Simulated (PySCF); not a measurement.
## Working with the constants of SiRu

PBE constants of SiRu, ³Δ (triplet), unpaired electrons σ ↑, δ ↑ (PySCF, scalar-relativistic core potentials, basis sets Si def2-TZVPP, Ru def2-TZVPP with ECP28; masses 27.9769 and 101.9043 u):

| Item | Value |
| --- | --- |
| ωe | 508.5 cm⁻¹ |
| ωexe | 1.95 cm⁻¹ |
| Be | 0.17526 cm⁻¹ |
| αe | 0.000811 cm⁻¹ |
| D (centrifugal) | 8.33e-08 cm⁻¹ |
| De to Si + Ru (4d7 5s1) | 4.58 eV |

(1) Give the vibrational terms G(v) and spacings up to v = 6.

(2) How well does the Morse estimate ωe²/(4ωexe) reproduce De, and what is D0?

The metal atom is held in its measured ground configuration; semilocal functionals can put another filling of s and d lower by some tenths of an eV, and De to that atom would be smaller. Spin–orbit coupling is left out, which matters for elements this heavy, above all for dissociation energies. The state is the lowest single determinant that the PBE0 search found; with open d or f shells the true ground state can be another one.

Results:

(1) G(v) = ωe(v+½) − ωexe(v+½)².

```json
{"v": "0", "G(v) (cm⁻¹)": "253.8", "G(v) − G(v−1)": "", "Bv (cm⁻¹)": "0.1749"}
{"v": "1", "G(v) (cm⁻¹)": "758.4", "G(v) − G(v−1)": "504.6", "Bv (cm⁻¹)": "0.1740"}
{"v": "2", "G(v) (cm⁻¹)": "1259.1", "G(v) − G(v−1)": "500.7", "Bv (cm⁻¹)": "0.1732"}
{"v": "3", "G(v) (cm⁻¹)": "1755.9", "G(v) − G(v−1)": "496.8", "Bv (cm⁻¹)": "0.1724"}
{"v": "4", "G(v) (cm⁻¹)": "2248.8", "G(v) − G(v−1)": "492.9", "Bv (cm⁻¹)": "0.1716"}
{"v": "5", "G(v) (cm⁻¹)": "2737.8", "G(v) − G(v−1)": "489.0", "Bv (cm⁻¹)": "0.1708"}
{"v": "6", "G(v) (cm⁻¹)": "3222.9", "G(v) − G(v−1)": "485.1", "Bv (cm⁻¹)": "0.1700"}
```

(2) It gives 4.11 eV, 90 % of the computed De. D0 = De − G(0) = 4.58 − 0.03 = 4.55 eV.
